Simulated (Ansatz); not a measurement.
Cost and result for the atomization energy of C2H6OSi2, SMILES `C[SiH]1[SiH2]C1=O` (11 atoms, 11 bonds).

```xyz
11

C     1.4304    0.6292   -0.8970
Si   -0.2007    0.5153   -0.0011
Si   -1.3188   -1.8853    0.3708
C    -0.4404   -0.6050    1.5395
O    -0.1654   -0.5431    2.7058
H     1.2889    0.8485   -1.9574
H     2.0384    1.4230   -0.4561
H     1.9784   -0.3103   -0.8022
H    -1.1095    1.6687   -0.2152
H    -2.5930   -1.0691    0.5444
H    -0.9083   -0.6720   -0.8314
```

Total charge 0; spin multiplicity 1. Geometry: relaxed with PBE0-D4/def2-TZVP. Program: Ansatz. All runs use 4 threads of an Arm Neoverse V1 on a shared host. Times are those of one run each, without the atoms' runs, and a repeat can differ threefold. Electronic energies, without spin–orbit coupling; frozen cores. CCSD(T)/CBS adds CCSD(T) − MP2 in def2-TZVPP to the MP2 limit, and its time is that of the two runs behind it. T1 = 0.019. B3LYP takes the VWN-RPA correlation (the form of Gaussian; ORCA's B3LYP/G).

CCSD(T)/CBS is a level of theory with its own doubt, some kJ/mol a heavy atom from the limit and from the frozen cores, so smaller differences don't rank the functionals.

| level | functions | wall time | atomization (kcal/mol) | difference from CCSD(T)/CBS | per bond |
| --- | --- | --- | --- | --- | --- |
| PBE-D4/def2-TZVPP (with forces) | 261 | 2.8 s | 953.5 | 26.7 | 2.4 |
| PBE0-D4/def2-TZVPP | 261 | 3.5 s | 930.9 | 4.1 | 0.4 |
| r2SCAN-D4/def2-TZVPP (with forces) | 261 | 5.5 s | 935.1 | 8.3 | 0.8 |
| B3LYP-D4/def2-TZVPP (with forces) | 261 | 5.5 s | 929.3 | 2.5 | 0.2 |
| B2PLYP/def2-TZVPP | 261 | 6.5 s | 916.0 | -10.8 | -1.0 |
| ωB97X-V/def2-TZVPP | 261 | 9 s | 930.8 | 4.0 | 0.4 |
| ωB97M-V/def2-TZVPP (with forces) | 261 | 14 s | 931.9 | 5.1 | 0.5 |
| MP2/def2-QZVPP | 491 | 27 s | 927.7 | 0.9 | 0.1 |
| CCSD(T)/def2-TZVPP | 261 | 2.7 min | 900.6 | -26.2 | -2.4 |
| CCSD(T)/CBS(def2) | – | 3.1 min | 926.8 | 0.0 | 0.0 |

In def2-TZVPP, CCSD(T) changes the Hartree–Fock value by +248.3 kcal/mol (the triples alone add +17.7 kcal/mol) and MP2 by +259.7 kcal/mol; breaking electron pairs costs correlation energy, which Hartree–Fock lacks. From PBE to PBE0 (25 % exact exchange), in def2-TZVPP and without D4, the atomization energy moves by −21.7 kcal/mol: exact exchange takes away binding that semilocal exchange gives to molecules. The D4 term adds +10.4 kcal/mol with B3LYP and +5.4 kcal/mol with PBE0; it sums over pairs of atoms, weighted by their polarisabilities, and B3LYP, whose exchange is more repulsive, gets the larger term.
